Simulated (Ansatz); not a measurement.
CH₆AlFGe (`F[CH2][AlH][GeH3]`) at its PBE0-D4/def2-TZVP geometry, where that method's forces vanish. The species carries charge 0 and has multiplicity 1.

```xyz
10

F     1.6070   -0.3644   -1.5087
C     1.1381   -1.3834   -0.6720
Al   -0.2828   -0.7266    0.5446
Ge   -0.9688    1.6462    0.4115
H     0.7842   -2.2038   -1.3109
H     1.9985   -1.7844   -0.1195
H    -0.9171   -1.7797    1.5542
H    -2.0349    2.0292    1.4559
H     0.2315    2.5901    0.6199
H    -1.5556    1.9767   -0.9751
```

Problem. What forces (eV/Å) does ωB97M-V/def2-TZVPP give on these atoms in Ansatz 0.2.0? (Estimate.)

Solution. Computed: 
```
F1   0.074  0.216 -0.151
C2  -0.106 -0.294  0.210
Al3 -0.051 -0.011  0.055
Ge4  0.013  0.001 -0.015
H5   0.043  0.068  0.057
H6  -0.074  0.028 -0.059
H7   0.070  0.113 -0.110
H8   0.079 -0.030 -0.077
H9  -0.090 -0.068 -0.014
H10  0.042 -0.023  0.103
```
